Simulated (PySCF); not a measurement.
Species: C4H8F2O2.
Structure used (PBE0-D3(BJ)/def2-SVP), in Å, numbered top down from 1:
```xyz
16
C4H8F2O2 angstrom
C     -2.4583    0.0324    0.6094
C     -1.3270    0.1088   -0.3900
O     -0.0749    0.3703    0.2432
C      0.7088   -0.6823    0.5508
F      0.9681   -1.4114   -0.5745
F      0.1021   -1.5333    1.3944
O      1.8490   -0.2861    1.1359
C      2.6366    0.6304    0.4041
H     -2.3276   -0.8197    1.2902
H     -2.5067    0.9526    1.2099
H     -3.4172   -0.0866    0.0822
H     -1.4771    0.9443   -1.0896
H     -1.2503   -0.8116   -0.9893
H      3.5498    0.7887    0.9898
H      2.1103    1.5876    0.2723
H      2.9051    0.2203   -0.5823
```

The closed-shell ground state was solved at several levels (PySCF, density fitting, gas phase, non-relativistic).

| level | basis functions | total energy (Eh) | HOMO (eV) | LUMO (eV) | gap (eV) | dipole (D) |
| --- | --- | --- | --- | --- | --- | --- |
| B97-2/pcSseg-1 | 176 | -507.1632 | -8.39 | 1.63 | 10.02 | 2.33 |
| B3LYP/pcJ-1 | 296 | -507.3935 | -8.39 | 1.30 | 9.69 | 2.32 |
| PBE0/pcSseg-1 | 176 | -506.7989 | -8.66 | 1.61 | 10.27 | 2.34 |

(1) What might CAM-B3LYP/def2-SVPD (236 basis functions) give for the same quantities?

(2) Over all these levels, which gives the widest orbital gap and which the narrowest?

(3) How far do the dipole and the HOMO energy spread over the levels?

Answers

(1) Total energy -506.8555 Eh, HOMO -10.25 eV, LUMO 1.28 eV, gap 11.53 eV, dipole 2.36 D.

(2) CAM-B3LYP/def2-SVPD (range-separated hybrid) has the widest, 11.53 eV, and B3LYP/pcJ-1 (global hybrid, 20 % exact exchange) the narrowest, 9.69 eV. Functional and basis both differ between the two, so the spread mixes both effects.

(3) The dipole runs from 2.32 to 2.36 D (mean 2.34 D) and the HOMO from -10.25 to -8.39 eV.

One conformer stands for the species.
